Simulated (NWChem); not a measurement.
H$_{2}$BF

Program: NWChem. The geometry was optimised at PBE/def2-SVP, a minimum by its harmonic frequencies.

Job file:

```
start mol
memory heap 200 mb stack 900 mb global 1100 mb
geometry "system" units angstroms nocenter noautoz noautosym
  B      0.000000     0.000000    -0.675614
  H      1.079776     0.000000    -1.239859
  H     -1.079776     0.000000    -1.239859
  F      0.000000     0.000000     0.650865
end
set geometry "system"
basis spherical
  * library 6-31g*
end
dft
  xc xpbe96 cpbe96
  semidirect memsize 60000000 filesize 0
  iterations 100
  convergence energy 1e-10 density 1e-9 gradient 1e-8
  tolerances tight
end
task dft energy
rt_tddft
  tmax 200.0
  dt 0.2
  tag "kick"
  print dipole
  field "kick"
    type delta
    polarization z
    max 0.0001
  end
  excite "system" with "kick"
end
task dft rt_tddft
```

Change of the dipole's z component after the kick, in units of 1e-4 a.u.:

```json
[
 {"time (a.u.)": "0.0", "Δμ": "0.000"},
 {"time (a.u.)": "0.4", "Δμ": "0.324"},
 {"time (a.u.)": "0.8", "Δμ": "0.611"},
 {"time (a.u.)": "1.2", "Δμ": "0.727"},
 {"time (a.u.)": "1.6", "Δμ": "0.706"},
 {"time (a.u.)": "2.0", "Δμ": "0.682"},
 {"time (a.u.)": "2.4", "Δμ": "0.654"},
 {"time (a.u.)": "2.8", "Δμ": "0.625"},
 {"time (a.u.)": "3.2", "Δμ": "0.556"},
 {"time (a.u.)": "3.6", "Δμ": "0.480"},
 {"time (a.u.)": "4.0", "Δμ": "0.403"},
 {"time (a.u.)": "4.4", "Δμ": "0.311"},
 {"time (a.u.)": "4.8", "Δμ": "0.224"},
 {"time (a.u.)": "5.2", "Δμ": "0.087"},
 {"time (a.u.)": "5.6", "Δμ": "-0.053"},
 {"time (a.u.)": "6.0", "Δμ": "-0.217"},
 {"time (a.u.)": "6.4", "Δμ": "-0.325"},
 {"time (a.u.)": "6.8", "Δμ": "-0.351"},
 {"time (a.u.)": "7.2", "Δμ": "-0.336"},
 {"time (a.u.)": "7.6", "Δμ": "-0.348"},
 {"time (a.u.)": "8.0", "Δμ": "-0.439"},
 {"time (a.u.)": "8.4", "Δμ": "-0.538"},
 {"time (a.u.)": "8.8", "Δμ": "-0.571"},
 {"time (a.u.)": "9.2", "Δμ": "-0.519"},
 {"time (a.u.)": "9.6", "Δμ": "-0.461"},
 {"time (a.u.)": "10.0", "Δμ": "-0.405"},
 {"time (a.u.)": "10.4", "Δμ": "-0.353"},
 {"time (a.u.)": "10.8", "Δμ": "-0.208"},
 {"time (a.u.)": "11.2", "Δμ": "-0.007"},
 {"time (a.u.)": "11.6", "Δμ": "0.198"},
 {"time (a.u.)": "12.0", "Δμ": "0.346"},
 {"time (a.u.)": "12.4", "Δμ": "0.399"},
 {"time (a.u.)": "12.8", "Δμ": "0.422"},
 {"time (a.u.)": "13.2", "Δμ": "0.430"},
 {"time (a.u.)": "13.6", "Δμ": "0.476"},
 {"time (a.u.)": "14.0", "Δμ": "0.521"},
 {"time (a.u.)": "14.4", "Δμ": "0.529"},
 {"time (a.u.)": "14.8", "Δμ": "0.458"},
 {"time (a.u.)": "15.4", "Δμ": "0.304"},
 {"time (a.u.)": "15.8", "Δμ": "0.230"},
 {"time (a.u.)": "16.2", "Δμ": "0.191"},
 {"time (a.u.)": "16.6", "Δμ": "0.110"},
 {"time (a.u.)": "17.0", "Δμ": "-0.040"},
 {"time (a.u.)": "17.4", "Δμ": "-0.214"},
 {"time (a.u.)": "17.8", "Δμ": "-0.352"},
 {"time (a.u.)": "18.2", "Δμ": "-0.436"},
 {"time (a.u.)": "18.6", "Δμ": "-0.505"},
 {"time (a.u.)": "19.0", "Δμ": "-0.575"},
 {"time (a.u.)": "19.4", "Δμ": "-0.645"},
 {"time (a.u.)": "19.8", "Δμ": "-0.634"},
 {"time (a.u.)": "20.2", "Δμ": "-0.554"},
 {"time (a.u.)": "20.6", "Δμ": "-0.396"},
 {"time (a.u.)": "21.0", "Δμ": "-0.243"},
 {"time (a.u.)": "21.4", "Δμ": "-0.124"},
 {"time (a.u.)": "21.8", "Δμ": "-0.026"},
 {"time (a.u.)": "22.2", "Δμ": "0.084"},
 {"time (a.u.)": "22.6", "Δμ": "0.243"},
 {"time (a.u.)": "23.0", "Δμ": "0.408"},
 {"time (a.u.)": "23.4", "Δμ": "0.518"},
 {"time (a.u.)": "23.8", "Δμ": "0.555"},
 {"time (a.u.)": "24.2", "Δμ": "0.547"},
 {"time (a.u.)": "24.6", "Δμ": "0.537"},
 {"time (a.u.)": "25.0", "Δμ": "0.540"},
 {"time (a.u.)": "25.4", "Δμ": "0.492"},
 {"time (a.u.)": "25.8", "Δμ": "0.394"},
 {"time (a.u.)": "26.2", "Δμ": "0.243"},
 {"time (a.u.)": "26.6", "Δμ": "0.108"},
 {"time (a.u.)": "27.0", "Δμ": "0.026"},
 {"time (a.u.)": "27.4", "Δμ": "-0.020"},
 {"time (a.u.)": "27.8", "Δμ": "-0.064"},
 {"time (a.u.)": "28.2", "Δμ": "-0.161"},
 {"time (a.u.)": "28.6", "Δμ": "-0.295"},
 {"time (a.u.)": "29.0", "Δμ": "-0.409"},
 {"time (a.u.)": "29.4", "Δμ": "-0.459"},
 {"time (a.u.)": "29.8", "Δμ": "-0.460"}
]
```
